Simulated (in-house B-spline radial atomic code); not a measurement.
Successive ionisation energies of sulfur; each step leads to the configuration of the next row (after the last: bare). NIST's values go from ground level to ground level; the uncertainty of those that are theory runs from under 0.1 % in few-electron ions to several per cent in heavy many-electron ones. Computed with a radial B-spline atomic code at the basis-set limit: non-relativistic Hartree-Fock, average of the configuration, point nuclei.

```json
{"ion": "S", "configuration": "[Ne] 3s2 3p4", "ionisation energy (eV)": "10.7", "tabulated value (eV)": "10.36001", "tabulated kind": "measured", "computed minus tabulated (eV)": "0", "highest orbital": "3p", "largest mean radius (bohr)": "2.0693"}
{"ion": "S+", "configuration": "[Ne] 3s2 3p3", "ionisation energy (eV)": "?", "tabulated value (eV)": "?", "tabulated kind": "measured", "computed minus tabulated (eV)": "?", "highest orbital": "?", "largest mean radius (bohr)": "?"}
{"ion": "S2+", "configuration": "[Ne] 3s2 3p2", "ionisation energy (eV)": "33.3", "tabulated value (eV)": "34.86", "tabulated kind": "semi-empirical", "computed minus tabulated (eV)": "-2", "highest orbital": "3p", "largest mean radius (bohr)": "1.7773"}
{"ion": "S3+", "configuration": "[Ne] 3s2 3p1", "ionisation energy (eV)": "46.5", "tabulated value (eV)": "47.222", "tabulated kind": "semi-empirical", "computed minus tabulated (eV)": "-1", "highest orbital": "3p", "largest mean radius (bohr)": "1.6747"}
{"ion": "S4+", "configuration": "[Ne] 3s2", "ionisation energy (eV)": "70.6", "tabulated value (eV)": "72.5945", "tabulated kind": "measured", "computed minus tabulated (eV)": "-2", "highest orbital": "3s", "largest mean radius (bohr)": "1.4871"}
{"ion": "S5+", "configuration": "[Ne] 3s1", "ionisation energy (eV)": "87.3", "tabulated value (eV)": "88.0529", "tabulated kind": "measured", "computed minus tabulated (eV)": "-1", "highest orbital": "3s", "largest mean radius (bohr)": "1.4296"}
{"ion": "S6+", "configuration": "[He] 2s2 2p6", "ionisation energy (eV)": "279.7", "tabulated value (eV)": "280.954", "tabulated kind": "measured", "computed minus tabulated (eV)": "-1", "highest orbital": "2p", "largest mean radius (bohr)": "0.47294"}
{"ion": "S7+", "configuration": "[He] 2s2 2p5", "ionisation energy (eV)": "330.6", "tabulated value (eV)": "328.794", "tabulated kind": "measured", "computed minus tabulated (eV)": "2", "highest orbital": "2p", "largest mean radius (bohr)": "0.46241"}
{"ion": "S8+", "configuration": "[He] 2s2 2p4", "ionisation energy (eV)": "?", "tabulated value (eV)": "?", "tabulated kind": "semi-empirical", "computed minus tabulated (eV)": "?", "highest orbital": "?", "largest mean radius (bohr)": "?"}
{"ion": "S9+", "configuration": "[He] 2s2 2p3", "ionisation energy (eV)": "441.2", "tabulated value (eV)": "447.7", "tabulated kind": "semi-empirical", "computed minus tabulated (eV)": "-6", "highest orbital": "2p", "largest mean radius (bohr)": "0.44243"}
{"ion": "S10+", "configuration": "[He] 2s2 2p2", "ionisation energy (eV)": "500.9", "tabulated value (eV)": "504.55", "tabulated kind": "semi-empirical", "computed minus tabulated (eV)": "-4", "highest orbital": "2p", "largest mean radius (bohr)": "0.43297"}
{"ion": "S11+", "configuration": "[He] 2s2 2p1", "ionisation energy (eV)": "563.4", "tabulated value (eV)": "564.41", "tabulated kind": "semi-empirical", "computed minus tabulated (eV)": "-1", "highest orbital": "2p", "largest mean radius (bohr)": "0.42387"}
{"ion": "S12+", "configuration": "[He] 2s2", "ionisation energy (eV)": "?", "tabulated value (eV)": "?", "tabulated kind": "semi-empirical", "computed minus tabulated (eV)": "?", "highest orbital": "?", "largest mean radius (bohr)": "?"}
{"ion": "S13+", "configuration": "[He] 2s1", "ionisation energy (eV)": "704.3", "tabulated value (eV)": "706.994", "tabulated kind": "tabulated theory", "computed minus tabulated (eV)": "-3", "highest orbital": "2s", "largest mean radius (bohr)": "0.40712"}
{"ion": "S14+", "configuration": "1s2", "ionisation energy (eV)": "3214.0", "tabulated value (eV)": "3223.781", "tabulated kind": "tabulated theory", "computed minus tabulated (eV)": "-10", "highest orbital": "1s", "largest mean radius (bohr)": "0.096004"}
{"ion": "S15+", "configuration": "1s1", "ionisation energy (eV)": "3483.1", "tabulated value (eV)": "3494.189", "tabulated kind": "tabulated theory", "computed minus tabulated (eV)": "-11", "highest orbital": "1s", "largest mean radius (bohr)": "0.09375"}
```

Problem. Fill in the row of S+.

Solution. ionisation energy (eV): 21.3; tabulated value (eV): 23.33788; computed minus tabulated (eV): -2; highest orbital: 3p; largest mean radius (bohr): 1.9033.

Problem. Fill in the row of S8+.

Solution. ionisation energy (eV): 384.5; tabulated value (eV): 379.84; computed minus tabulated (eV): 5; highest orbital: 2p; largest mean radius (bohr): 0.45224.

Problem. Fill in the row of S12+.

Solution. ionisation energy (eV): 644.5; tabulated value (eV): 651.96; computed minus tabulated (eV): -7; highest orbital: 2s; largest mean radius (bohr): 0.4151.

Problem. Where is the largest jump?

Solution. From S13+ to S14+, by a factor of 4.56 (704.27 to 3214 eV); the highest orbital goes from 2s to 1s.

Problem. How far is this level of theory from the measured and semi-empirical values?

Solution. Over those 13 rows the differences run from -7.43 to +4.62 eV (mean absolute value 2.6 eV). The calculation leaves out relativity, correlation and, in open shells, the multiplet splittings that an average leaves out.
